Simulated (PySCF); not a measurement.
Vertical excitations of a molecule C3H13NSi2 from TDA-B3LYP/def2-SVPD in PySCF, as energy in eV (oscillator strength): 5.62 (0.007), 5.96 (0.004), 6.36 (0.009), 6.64 (0.017), 6.67 (0.013), 6.76 (0.025). Lowest triplet (TDA): 5.39 eV. Geometry optimised at B3LYP-D3(BJ)/def2-SVP. Other conformers were not sampled.

Q: Which structure fits?
A. C[SiH2]N[C@H](C)[SiH3]
B. CNC[SiH2]C[SiH3]
C. C[C@@H](N)[SiH2]C[SiH3]
D. CC(C)(N)[SiH2][SiH3]

A: A, C[SiH2]N[C@H](C)[SiH3]
